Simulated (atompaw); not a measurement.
Before and after: PAW (atompaw) potential for palladium

* Element: palladium (Pd)
* Generator: atompaw 4.2.0.5
* Type: PAW
* Functional: LDA (PW92)
* Relativity: scalar-relativistic
* Frozen core: [Ar] 3d10
* Valence charge: 18
* Reference configuration: 4s2 4p6 4d9.75 5s0 5p0 (charge +0.25)
* Partial waves: 4s (bound): rc 1.20 bohr; 5s (bound, empty): rc 2.05 bohr; 4p (bound): rc 1.35 bohr; 5p (bound, empty): rc 2.05 bohr; 4d (bound): rc 1.75 bohr; 4d channel at -0.15 Ry: rc 1.75 bohr; 4f channel at 0.25 Ry: rc 1.80 bohr; 4f channel at 1.8 Ry: rc 2.05 bohr
* Local potential: bessel scheme, radius 1.80 bohr
* Core correction: smooth core density matched at 1.55 bohr
* Augmentation charge: sinc compensation charge, radius 1.80 bohr; PAW radius 2.05 bohr; waves and projectors: custom polynom vanderbiltortho

Change: augmentation sinc compensation charge, radius 1.80 bohr; PAW radius 2.05 bohr; waves and projectors: custom rrkj gramschmidtortho.

Cutoffs: the cutoffs (Ry, on a coarse ladder) from which the occupation-weighted sum of valence levels, in a spherical-Bessel basis at the reference potential, stays within 10 and 1 mRy of its value at 400 Ry; they do not see the model core or the augmentation charge, which bear on the density cutoff.

Problem. What does the change do?

Solution. The potential gets neither clearly harder nor softer (55 Ry and 90 Ry → 50 Ry and 90 Ry); the p channel sets the loose cutoff, while the largest relative change is in s, which becomes harder; neither file shows a bound ghost.

```tsv
quantity	base	changed
cutoff, loose	55 Ry	50 Ry
cutoff, tight	90 Ry	90 Ry
loose cutoff by channel (10 mRy a level)	s 21 Ry, p 35 Ry, d 30 Ry	s 30 Ry, p 40 Ry, d 30 Ry
bound ghosts	none	none
s: phases at 2.06 bohr within 0.05 rad from the reference energy up to (Ry; the scan ends near 5)	to the end of the scan	to the end of the scan
p: phases at 2.06 bohr within 0.05 rad from the reference energy up to (Ry; the scan ends near 5)	to the end of the scan	to the end of the scan
d: phases at 2.06 bohr within 0.05 rad from the reference energy up to (Ry; the scan ends near 5)	4.0	to the end of the scan
f: phases at 2.06 bohr within 0.05 rad from the reference energy up to (Ry; the scan ends near 5)	to the end of the scan	to the end of the scan
lowest overlap eigenvalue by channel	s 0.58, p 0.53, d 0.98, f 0.84	s 0.43, p 0.49, d 0.88, f 0.77
```

 The cutoffs see the waves, projectors and local potential, not the compensation charge or the core.
